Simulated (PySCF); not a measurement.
Match the calculated data to a structure.

All candidates are C5H9NOSi.

| technique | computed result |
| --- | --- |
| Rotational structure | rotational constants A, B, C: 2.263, 1.255, 1.059 GHz [GFN2-xTB] |
| Dipole | 3.04 D [CAM-B3LYP/def2-SVPD] |
| Triplet | lowest triplet excitation (Tamm–Dancoff): 5.10 eV [TDA CAM-B3LYP/def2-SVPD] |
| 1H NMR | chemical shifts (computed TMS as zero) by class: 8.38 (1 H), 4.75 (2 H), 4.05 (2 H), 1.80 (1 H), 0.53 (3 H) ppm [GIAO PBE0/pcSseg-1] |
| 13C NMR | chemical shifts (computed TMS as zero) by class: 172.5 (1 C), 87.0 (1 C), 79.6 (1 C), 36.1 (1 C), -4.3 (1 C) ppm [GIAO PBE0/pcSseg-1] |
| UV, first state | lowest singlet excitation: 5.60 eV (221 nm, f = 0.001) [TDDFT CAM-B3LYP/def2-SVPD] |

Electronic properties: PySCF, gas phase, density fitting. Levels stand in brackets. One conformer (not necessarily the lowest) at the GFN2-xTB geometry, without solvent, vibrations or thermal averaging. Each NMR value is the plain mean over a class of atoms that symmetry, rotation or inversion makes alike.

Problem. Which candidate is it?
A. `C=N[Si@H]1C[C@H](C=O)C1`
B. `C#CCN(C=O)[SiH2]C`
C. `C=C1CN[SiH2]C(=O)C1`
D. `CC[C@H](C#N)C(=O)[SiH3]`

Solution. B. It is `C#CCN(C=O)[SiH2]C`. Numbering: `[CH:1]#[C:2][CH2:3][N:4]([CH:5]=[O:6])[SiH2:7][CH3:8]`. Its formula, C5H9NOSi, gives 3 degrees of unsaturation: 0 rings and 3 π bonds in the structure found. 5 carbons fall into 5 classes; from least to most shielded: amide carbonyl carbon [C5] (172.5 ppm), alkyne carbon [C2] (87.0 ppm), terminal alkyne carbon [C1] (79.6 ppm), sp3 carbon bound to nitrogen [C3] (36.1 ppm), Si-methyl carbon [C8] (-4.3 ppm). Hydrogen classes from least to most shielded: 1 H on an amide carbonyl carbon, C5 (8.38 ppm), 2 H on an SiH2 silicon, Si7 (4.75 ppm, a mean of values up to 0.7 ppm apart in this geometry), 2 H on an sp3 carbon bound to nitrogen, C3 (4.05 ppm), 1 H on a terminal alkyne carbon, C1 (1.80 ppm), 3 H on an Si-methyl carbon, C8 (0.53 ppm, a mean of values up to 1.4 ppm apart in this geometry). The optimised geometry has point group C1 and is an asymmetric top.

The others, at the same levels:
- `C=C1CN[SiH2]C(=O)C1` fails: its computed 13C shifts are 241.1 (1 C), 147.6 (1 C), 123.8 (1 C), 62.4 (1 C), 54.1 (1 C) ppm, 1H shifts are 5.50 (1 H), 5.39 (1 H), 4.76 (2 H), 4.22 (2 H), 3.53 (2 H), 0.40 (1 H) ppm and smallest rotational constant is 1.145 GHz (against 1.059 GHz).
- `C=N[Si@H]1C[C@H](C=O)C1` fails: it has 4 carbon classes against 5; its computed 13C shifts are 210.3 (1 C), 173.7 (1 C), 44.5 (1 C), 16.8 (2 C) ppm, 1H shifts are 10.38 (1 H), 8.72 (1 H), 8.68 (1 H), 5.62 (1 H), 3.39 (1 H), 1.76 (2 H), 1.52 (2 H) ppm and rotational constant A is 4.684 GHz (against 2.263 GHz).
- `CC[C@H](C#N)C(=O)[SiH3]` fails: its computed 13C shifts are 236.6 (1 C), 122.0 (1 C), 55.9 (1 C), 27.1 (1 C), 14.1 (1 C) ppm, 1H shifts are 4.26 (3 H), 2.94 (1 H), 1.99 (1 H), 1.58 (1 H), 1.40 (3 H) ppm and rotational constant A is 2.117 GHz (against 2.263 GHz).

Each candidate is one conformer, not necessarily the lowest. The conformers computed, where there is a choice (atom-mapped SMILES and torsion angles):
- `[CH:1]#[C:2][CH2:3][N:4]([CH:5]=[O:6])[SiH2:7][CH3:8]`: C2–C3–N4–C5 -86°, C3–N4–C5–O6 176°, C3–N4–Si7–C8 -106°
- `[CH2:1]=[N:2][Si@H:3]1[CH2:4][C@H:5]([CH:6]=[O:7])[CH2:8]1`: C1–N2–Si3–C4 139°, C4–C5–C6–O7 -21°
- `[CH3:1][CH2:2][C@H:3]([C:4]#[N:5])[C:6](=[O:7])[SiH3:8]`: C1–C2–C3–C4 -62°, C2–C3–C6–O7 -125°

The conformers of `C=C1CN[SiH2]C(=O)C1` aren't listed.
